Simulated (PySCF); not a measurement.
# Electronic absorption of BClH4NP

Species: BClH4NP.
InChI=1S/BClH4NP/c2-1(3)4/h3-4H2

Level of theory: TDDFT PBE0/def2-SVPD, vertical, gas phase, core orbitals frozen in the response in PySCF. One conformer (not necessarily the lowest) at the PBE0-D3(BJ)/def2-SVP geometry, without solvent, vibrations or thermal averaging. Torsions of this conformer, `[NH2:1][B:2]([PH2:3])[Cl:4]`: H–N1–B2–P3 6°, H–N1–B2–P3 -174°, H–P3–B2–N1 -135°, H–P3–B2–N1 -39°.

```json
{"state": "S1", "E (eV)": "6.02", "λ (nm)": "206.0", "f": "0.058", "main configurations (H = HOMO, L = LUMO)": "H→L (95%)"}
{"state": "S2", "E (eV)": "6.35", "λ (nm)": "195.2", "f": "0.076", "main configurations (H = HOMO, L = LUMO)": "H→L+1 (91%)"}
{"state": "S3", "E (eV)": "6.72", "λ (nm)": "184.4", "f": "0.031", "main configurations (H = HOMO, L = LUMO)": "H→L+2 (94%)"}
{"state": "S4", "E (eV)": "7.00", "λ (nm)": "177.0", "f": "0.046", "main configurations (H = HOMO, L = LUMO)": "H-2→L (53%), H-1→L (34%)"}
{"state": "S5", "E (eV)": "7.27", "λ (nm)": "170.6", "f": "0.038", "main configurations (H = HOMO, L = LUMO)": "H-1→L (44%), H-1→L+1 (27%), H-2→L (22%)"}
{"state": "S6", "E (eV)": "7.42", "λ (nm)": "167.1", "f": "0.066", "main configurations (H = HOMO, L = LUMO)": "H→L+3 (41%), H-1→L+1 (31%)"}
{"state": "S7", "E (eV)": "7.43", "λ (nm)": "166.9", "f": "0.084", "main configurations (H = HOMO, L = LUMO)": "H-1→L+1 (35%), H→L+3 (32%), H-2→L (14%)"}
{"state": "S8", "E (eV)": "7.72", "λ (nm)": "160.6", "f": "0.070", "main configurations (H = HOMO, L = LUMO)": "H→L+4 (69%), H→L+3 (14%), H→L+5 (8%)"}
{"state": "S9", "E (eV)": "7.79", "λ (nm)": "159.2", "f": "0.025", "main configurations (H = HOMO, L = LUMO)": "H-2→L+1 (85%)"}
```

Triplets (Tamm–Dancoff): T1 5.03 eV, H→L (89%); T2 5.67 eV, H→L+2 (81%); T3 5.99 eV, H-1→L (44%), H→L+1 (25%), H-1→L+1 (9%); T4 6.04 eV, H→L+1 (46%), H-1→L (30%).

The lowest singlet lies at 6.02 eV (206 nm, ultraviolet) and is of moderate strength; its leading configuration is HOMO→LUMO (95%). The strongest level in the table is S6/S7 at 7.42 eV (167 nm, f = 0.151 summed). S6/S7 lie within about 0.01 eV of each other. Löwdin shares by element: HOMO phosphorus 62%, hydrogen 13% or more, boron 13%; LUMO boron 36%, phosphorus 19%, nitrogen 15%, chlorine 12% (atoms not listed hold the other 18%). The listed states span 1.77 eV, and the widest gap between neighbours is 0.37 eV (S2 to S3). Of the 9 states listed, 9 reach f = 0.01 and none stays under 0.0005. The oscillator strengths of these states sum to 0.496; summed over the whole spectrum of an exact calculation they would give the number of electrons, 48 (Thomas–Reiche–Kuhn). The vertical ionisation energy (ΔSCF) is 9.51 eV, 1.72 eV above S9. Orbitals of the list HOMO-3 to LUMO+2 that lie within 0.01 eV of each other are written together with a slash and their weights summed (≥ marks a lower bound); for degenerate orbitals outside that list single weights are arbitrary. Only the lowest 10 singlets were computed, as vertical energies without vibronic structure. The highest level found (8.06 eV, f 0.0087 so far) is left out, since the window may have cut off a degenerate partner.
